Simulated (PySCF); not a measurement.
Two species compared at the same levels of theory.

First species: C₆H₁₁NO₂Si.
Cartesian coordinates in Å at the GFN2-xTB level; atoms count from 1:
```
atom  x, y, z in Å
C1    -3.174   -1.080    0.887
C2    -3.198    0.167    0.078
C3    -2.100    0.790   -0.374
C4    -2.234    1.977   -1.138
N5    -2.348    2.936   -1.755
O6    -0.852    0.323   -0.125
Si7    0.612    0.915   -0.555
C8     1.785   -0.366    0.207
O9     3.082    0.113   -0.085
C10    4.102   -0.721    0.398
H11   -3.668   -0.915    1.844
H12   -3.715   -1.873    0.370
H13   -2.150   -1.400    1.064
H14   -4.162    0.593   -0.157
H15    0.746    0.953   -2.011
H16    0.825    2.240    0.026
H17    1.650   -1.369   -0.222
H18    1.657   -0.466    1.294
H19    4.042   -1.721   -0.051
H20    4.046   -0.824    1.489
H21    5.046   -0.255    0.125
```

Second species: C₂H₁₄Si₅.
Numbering: `[CH2:1]=[CH:2][SiH2:3][Si@H:4]([SiH3:5])[SiH2:6][SiH3:7]` (hydrogens: H8, H9 on C1; H10 on C2; H11, H12 on Si3; H13 on Si4; H14, H15, H16 on Si5; H17, H18 on Si6; H19, H20, H21 on Si7)

Structure used (GFN2-xTB), in Å, numbered top down from 1:
```
atom  x, y, z in Å
C1    -1.4641    2.7812   -0.4582
C2    -2.1608    1.6568   -0.4163
Si3   -1.9043    0.2864    0.8474
Si4   -0.4825   -1.3315   -0.0564
Si5    0.0552   -3.0274    1.4384
Si6    1.4237   -0.3355   -0.9866
Si7    2.6902    0.8709    0.5220
H8    -0.7120    3.0054    0.2818
H9    -1.6098    3.5356   -1.2171
H10   -2.9040    1.4868   -1.1870
H11   -3.2393   -0.1950    1.2293
H12   -1.3165    0.8897    2.0514
H13   -1.2322   -1.9775   -1.1624
H14    0.9052   -4.0636    0.8479
H15    0.7992   -2.4854    2.5787
H16   -1.1078   -3.7214    1.9946
H17    1.0406    0.5294   -2.1146
H18    2.2681   -1.3597   -1.6265
H19    3.0579    0.0433    1.6751
H20    1.9422    2.0133    1.0548
H21    3.9420    1.4152   -0.0065
```

Levels: PBE0/pcSseg-1 for dipole moment, HOMO energy, LUMO energy and HOMO–LUMO gap; GFN2-xTB for rotational constant A and rotational constant C. Geometries: GFN2-xTB. Each species is one conformer at its optimised geometry, gas phase, non-relativistic unless stated; the electronic structure was computed with PySCF and density fitting.

The conformers computed, where there is a choice (atom-mapped SMILES and torsion angles):
- `[CH3:1]/[CH:2]=[C:3](/[C:4]#[N:5])[O:6][SiH2:7][CH2:8][O:9][CH3:10]`: C2–C3–O6–Si7 -179°, C3–O6–Si7–C8 180°, O6–Si7–C8–O9 -178°, Si7–C8–O9–C10 180°
- `[CH2:1]=[CH:2][SiH2:3][Si@H:4]([SiH3:5])[SiH2:6][SiH3:7]`: C1–C2–Si3–Si4 -95°, C2–Si3–Si4–Si5 176°, Si3–Si4–Si6–Si7 60°

Values for the first species:

* Dipole moment: 4.80 D
* HOMO energy: -7.23 eV
* LUMO energy: -1.08 eV
* HOMO–LUMO gap: 6.15 eV
* Rotational constant A: 2.005 GHz
* Rotational constant C: 0.409 GHz

Question: Estimate the same properties for the second species, and the change in each.

Answer: 
```tsv
property	first	second	second less first
dipole moment	4.80 D	0.80 D	-4.00 D
HOMO energy	-7.23 eV	-7.68 eV	-0.45 eV
LUMO energy	-1.08 eV	-0.83 eV	+0.25 eV
HOMO–LUMO gap	6.15 eV	6.85 eV	+0.70 eV
rotational constant A	2.005 GHz	0.848 GHz	-1.157 GHz
rotational constant C	0.409 GHz	0.473 GHz	+0.064 GHz
```

On the first: The dipole equals about 16.0 × 10⁻³⁰ C·m (1 D = 3.33564 × 10⁻³⁰ C·m).

On the second: The dipole matches unit charges of opposite sign 0.17 Å apart (1 e·Å = 4.8032 D).
